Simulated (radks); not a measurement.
Results of a calculation; reference values are marked as such.
All-electron atom: Ag in [Kr] 4d10 5s1.

Code: a radial shooting solver on a logarithmic mesh with Libxc functionals. Model: non-relativistic Kohn-Sham, r2SCAN, spin-polarised, spherical densities, point nucleus; open shells are filled with parallel spins first (spin-orbit coupling, left out, can overturn this in heavy ions); meta-GGA in the generalised Kohn-Sham scheme; relativity is left out, which matters for an element this heavy.

Energy parts (hartree):
part                        energy
total                  -5200.07617
kinetic                 5197.89147
electron-nucleus      -12384.42669
Hartree                 2132.79812
exchange-correlation    -146.33907

Orbitals (lengths in bohr, moments of r in powers of bohr; r(90%) holds 90 % of the orbital's charge):
orbital  occ.  eigenvalue (hartree)  r(90%)
1s up       1             -903.1303  0.0576
1s down     1             -903.1298  0.0576
2s down     1             -130.7315   0.216
2s up       1             -130.7307   0.216
2p down     3             -121.5359   0.195
2p up       3             -121.5355   0.195
3s up       1             -24.04949   0.559
3s down     1             -24.04908   0.559
3p up       3             -20.32372   0.559
3p down     3             -20.32338   0.559
3d down     5             -13.47062   0.545
3d up       5             -13.47054   0.545
4s down     1              -3.32061    1.37
4s up       1              -3.31973    1.37
4p down     3              -2.14603    1.51
4p up       3              -2.14541    1.51
4d up       5              -0.30101    2.29
4d down     5              -0.29458    2.23
5s up       1              -0.16634    5.03
5s down     0              -0.11126    5.23

The highest occupied level is 5s up at -4.526 eV. Summed over all electrons, <r^2> = 48.74 bohr^2, which gives a Langevin (diamagnetic) susceptibility term of -38.6 x 10^-6 cm^3/mol. The electron density at the nucleus is 7.281e+04 e/bohr^3.
